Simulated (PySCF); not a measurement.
CH₈FNSi₂, SMILES [SiH2]([SiH2]F)CN. Geometry: PBE-D3(BJ)/def2-SVP. The structure was generated by enumeration, and PubChem lists no compound with its InChIKey, so it may never have been made. The values are those of a single conformer.

Computed equilibrium geometry at PBE-D3(BJ)/def2-SVP (PySCF confirms it by a frequency run) as Cartesian coordinates in Å (one conformer of several):
```xyz
13

N     -2.7341     1.0775     1.0222
C     -1.5886     0.1725     0.8856
Si    -0.0947     0.9018    -0.0814
Si     1.7039    -0.5937    -0.3476
F      1.0989    -1.9708    -1.0285
H     -2.4473     1.9466     1.4918
H     -3.0724     1.3646     0.0943
H     -1.9136    -0.7626     0.3806
H     -1.2477    -0.1455     1.8947
H      0.4027     2.1343     0.6380
H     -0.5783     1.3462    -1.4408
H      2.3126    -0.9666     0.9795
H      2.7951    -0.0712    -1.2446
```
